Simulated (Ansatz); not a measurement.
Reaction (ligand exchange at a Ge–F bond): `[F][GeH]1[O][SiH2]1` + NH₃ → `[NH2][GeH]1[O][SiH2]1` + H–F

Gas-phase electronic energies from Ansatz, PBE0-D4/def2-TZVP geometries. CCSD(T)/CBS is the MP2 limit (def2-TZVPP, def2-QZVPP) plus CCSD(T) − MP2 in def2-TZVPP, frozen cores. This one scheme is used for every species. DFT in def2-TZVPP. For Ge outer-core shells are correlated without core-valence functions, which leaves a few kJ/mol of doubt a bond. Scalar relativity is left out up to krypton. Each species was taken in one conformer, which may not be the lowest.

```csv
level,ΔE (kJ/mol)
B2PLYP,55.6
HF/def2-SVP,61.7
HF/def2-QZVPP,63.4
SCS-MP2/def2-QZVPP,47.9
```

(1) What does CCSD(T)/CBS give? (Best estimate.)

Largest T1 diagnostic among the species: 0.014.

## Answers

(1) The calculation gave: +44.3 kJ/mol. The listed levels differ from it by 11.3, 17.4, 19.1, 3.6 kJ/mol.

From PBE to PBE0 (25 % exact exchange), in def2-TZVPP and without D4, ΔE moves by −4.8 kJ/mol. In def2-TZVPP, CCSD(T) changes the Hartree–Fock value by −14.9 kJ/mol (the triples alone add −1.3 kJ/mol) and MP2 by −19.2 kJ/mol.
